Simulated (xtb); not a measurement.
octafluorocyclopentene (C5F8), SMILES FC1C(C(C(C=1F)(F)F)(F)F)(F)F. All values are semi-empirical tight-binding results from xtb (GFN2-xTB unless named), good for trends rather than for accurate numbers. Geometry optimised at GFN2-xTB. One conformer was computed; it need not be the lowest.

The point group as xtb finds it is Cs and the orbital gap is 4.63 eV. The dipole moment comes out as 1.26 D and the zero-point energy is 30.8 kcal/mol. The G − E(el) at 298.15 K (modified RRHO) is 7.4 kcal/mol and the static polarisability (D4 model) comes out as 65.3 bohr³. The solvation energy, GFN2-xTB/ALPB(water) comes out as 1.7 kcal/mol and the solvation energy, GFN2-xTB/ALPB(toluene) comes out as -2.0 kcal/mol.

Computed IR lines (harmonic; lines under 4 % of the strongest left out, lines within 3 cm⁻¹ merged):
ν (cm⁻¹): 401 (w), 543 (w), 924 (s), 933 (s), 1034 (w), 1077 (vs), 1110 (w), 1122 (m), 1186 (m), 1203 (m), 1274 (s), 1748 (m) (against the strongest line: vs over 80 %, s over 45 %, m over 15 %, w over 4 %, vw less)
